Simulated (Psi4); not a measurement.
platinum atom (Pt), triplet (core potentials on Pt); BLYP/def2-TZVP run with Psi4.

Here is a job for Psi4.
```
memory 2 GB

molecule {
0 3
Pt    0.00000000    0.00000000    0.00000000
}

set {
  basis def2-tzvp
  reference uks
  df_basis_scf def2-universal-jkfit
}

energy('blyp')
print_variables()
```

### Question
Predict the main parts of the log of this Psi4 run.

### Answer

```
   => Loading Basis Set <=

    Name: DEF2-TZVP
    Role: ORBITAL
    Keyword: BASIS

    !!!  WARNING: ECP capability is in beta. Please check occupations closely.  !!!

         ---------------------------------------------------------
                                   SCF
               by Justin Turney, Rob Parrish, Andy Simmonett
                          and Daniel G. A. Smith
                              UKS Reference
         ---------------------------------------------------------

  ==> Geometry <==

    Molecular point group: d2h
    Geometry (in Angstrom), charge = 0, multiplicity = 3:

       Center              X                  Y                   Z               Mass
    ------------   -----------------  -----------------  -----------------  -----------------
         PT           0.000000000000     0.000000000000     0.000000000000   194.964791700000

  Running in d2h symmetry.

  Rotational constants: A = ************  B = ************  C = ************ [cm^-1]
  Rotational constants: A = ************  B = ************  C = ************ [MHz]
  Nuclear repulsion =    0.000000000000000

  Charge       = 0
  Multiplicity = 3
  Electrons    = 18
  Nalpha       = 10
  Nbeta        = 8

  ==> Algorithm <==

  SCF Algorithm Type is DF.
  DIIS enabled.
  MOM disabled.
  Fractional occupation disabled.
  Guess Type is CORE.
  Energy threshold   = 1.00e-06
  Density threshold  = 1.00e-06
  Integral threshold = 1.00e-12

  ==> Primary Basis <==

  Basis Set: DEF2-TZVP
    Blend: DEF2-TZVP
    Number of shells: 14
    Number of basis functions: 40
    Number of Cartesian functions: 46
    Spherical Harmonics?: true
    Max angular momentum: 3

  Core potential: DEF2-TZVP
    Number of shells: 4
    Number of ECP primitives: 10
    Number of ECP core electrons: 60
    Max angular momentum: 3

  ==> DFT Potential <==

   => LibXC <=

    Version 7.1.2
    S. Lehtola, C. Steigemann, M. J. T. Oliveira, and M. A. L. Marques,  SoftwareX 7, 1–5 (2018) (10.1016/j.softx.2017.11.002)

   => Composite Functional: BLYP <=

    BLYP GGA Exchange-Correlation Functional

    P.J. Stephens et. al., J. Phys. Chem., 98, 11623-11627, 1994
    B. Miehlich et. al., Chem. Phys. Lett., 157(3), 200-206 1989

    Deriv               =              1
    GGA                 =           TRUE
    Meta                =          FALSE

    Exchange Hybrid     =          FALSE
    MP2 Hybrid          =          FALSE

   => Exchange Functionals <=

    1.0000     XC_GGA_X_B88

   => Correlation Functionals <=

    1.0000     XC_GGA_C_LYP

   => LibXC Density Thresholds  <==

    XC_GGA_C_LYP:  1.00E-14
    XC_GGA_X_B88:  1.00E-15

   => Molecular Quadrature <=

    Radial Scheme          =       TREUTLER
    Pruning Scheme         =           NONE
    Nuclear Scheme         =       TREUTLER

    Blocking Scheme        =         OCTREE
    BS radius alpha        =              1
    Pruning alpha          =              1
    Radial Points          =             75
    Spherical Points       =            302
    Total Points           =          20832
    Total Blocks           =            228
    Max Points             =            255
    Max Functions          =             40
    Weights Tolerance      =       1.00E-15

   => Loading Basis Set <=

    Name: DEF2-UNIVERSAL-JKFIT
    Role: JKFIT
    Keyword: DF_BASIS_SCF

  ==> Integral Setup <==

  SCF_SUBTYPE=INCORE selected. In-core MEM_DF algorithm will be used.
  Using in-core AOs.

  ==> MemDFJK: Density-Fitted J/K Matrices <==

    J tasked:                   Yes
    K tasked:                    No
    wK tasked:                   No
    Algorithm:                 Core
    Schwarz Cutoff:           1E-12
    Mask sparsity (%):       0.0000
    Fitting Condition:        1E-10

   => Auxiliary Basis Set <=

  Basis Set: DEF2-UNIVERSAL-JKFIT
    Blend: DEF2-UNIVERSAL-JKFIT
    Number of shells: 45
    Number of basis functions: 227
    Number of Cartesian functions: 341
[...]
   @DF-UKS iter  71:  -119.25049905290908   -7.60142e-05   4.15819e-03 ADIIS/DIIS
   @DF-UKS iter  72:  -119.25073873340439   -2.39680e-04   4.01274e-03 ADIIS/DIIS
   @DF-UKS iter  73:  -119.25181509215156   -1.07636e-03   3.88553e-03 ADIIS/DIIS
   @DF-UKS iter  74:  -119.25130335128046    5.11741e-04   3.71498e-03 ADIIS/DIIS
   @DF-UKS iter  75:  -119.25153005959204   -2.26708e-04   3.67463e-03 ADIIS/DIIS
   @DF-UKS iter  76:  -119.25194033454433   -4.10275e-04   3.71452e-03 ADIIS/DIIS
   @DF-UKS iter  77:  -119.25200186157211   -6.15270e-05   3.67279e-03 ADIIS/DIIS
   @DF-UKS iter  78:  -119.24950003112200    2.50183e-03   4.66357e-03 ADIIS/DIIS
   @DF-UKS iter  79:  -119.25025375215330   -7.53721e-04   4.22362e-03 ADIIS/DIIS
   @DF-UKS iter  80:  -119.25035380329317   -1.00051e-04   4.18232e-03 ADIIS/DIIS
   @DF-UKS iter  81:  -119.24900660515580    1.34720e-03   4.86943e-03 ADIIS/DIIS
   @DF-UKS iter  82:  -119.24977608727181   -7.69482e-04   4.48747e-03 ADIIS/DIIS
   @DF-UKS iter  83:  -119.24848082184135    1.29527e-03   5.22905e-03 ADIIS/DIIS
   @DF-UKS iter  84:  -119.25051103227490   -2.03021e-03   4.06570e-03 ADIIS/DIIS
   @DF-UKS iter  85:  -119.25042300733028    8.80249e-05   4.12197e-03 ADIIS/DIIS
   @DF-UKS iter  86:  -119.25197825983781   -1.55525e-03   3.34349e-03 ADIIS/DIIS
   @DF-UKS iter  87:  -119.25202658397914   -4.83241e-05   3.38026e-03 ADIIS/DIIS
   @DF-UKS iter  88:  -119.25225807933035   -2.31495e-04   3.29659e-03 ADIIS/DIIS
   @DF-UKS iter  89:  -119.25075252198772    1.50556e-03   4.17290e-03 ADIIS/DIIS
   @DF-UKS iter  90:  -119.25037527802954    3.77244e-04   4.17641e-03 ADIIS/DIIS
   @DF-UKS iter  91:  -119.25044133657221   -6.60585e-05   4.17256e-03 ADIIS/DIIS
   @DF-UKS iter  92:  -119.25069681540528   -2.55479e-04   4.14592e-03 ADIIS/DIIS
   @DF-UKS iter  93:  -119.25124475738544   -5.47942e-04   3.99639e-03 ADIIS/DIIS
   @DF-UKS iter  94:  -119.25069951306868    5.45244e-04   4.07273e-03 ADIIS/DIIS
   @DF-UKS iter  95:  -119.25048155363055    2.17959e-04   4.12612e-03 ADIIS/DIIS
   @DF-UKS iter  96:  -119.25044046592319    4.10877e-05   4.13709e-03 ADIIS/DIIS
   @DF-UKS iter  97:  -119.25186699150177   -1.42653e-03   3.84958e-03 ADIIS/DIIS
   @DF-UKS iter  98:  -119.25109558828898    7.71403e-04   3.73193e-03 ADIIS/DIIS
   @DF-UKS iter  99:  -119.24481047560000    6.28511e-03   6.77167e-03 ADIIS/DIIS
   @DF-UKS iter 100:  -119.25076150615476   -5.95103e-03   5.00885e-03 ADIIS/DIIS

PsiException: Could not converge SCF iterations in 100 iterations.

  Failed to converge.

Traceback (most recent call last):
  File "psi4", line 375, in <module>
  File "<string>", line 23, in <module>
  File "site-packages/psi4/driver/driver.py", line 533, in energy
  File "site-packages/psi4/driver/procrouting/proc.py", line 2760, in run_scf
  File "site-packages/psi4/driver/procrouting/proc.py", line 2047, in scf_helper
  File "site-packages/psi4/driver/procrouting/scf_proc/scf_iterator.py", line 93, in scf_compute_energy
  File "site-packages/psi4/driver/procrouting/scf_proc/scf_iterator.py", line 86, in scf_compute_energy
  File "site-packages/psi4/driver/procrouting/scf_proc/scf_iterator.py", line 609, in scf_iterate

psi4.driver.p4util.exceptions.SCFConvergenceError: Could not converge SCF iterations in 100 iterations.

Printing out the relevant lines from the Psithon --> Python processed input file:
    """)
    core.IO.set_default_namespace("")
    core.set_global_option("BASIS", "def2-tzvp")
    core.set_global_option("REFERENCE", "uks")
    core.set_global_option("DF_BASIS_SCF", "def2-universal-jkfit")
--> energy('blyp')
    print_variables()

!-------------------------------------------------------!
!                                                       !
!  Could not converge SCF iterations in 100 iterations. !
!                                                       !
!-------------------------------------------------------!
```

Convergence was not reached.
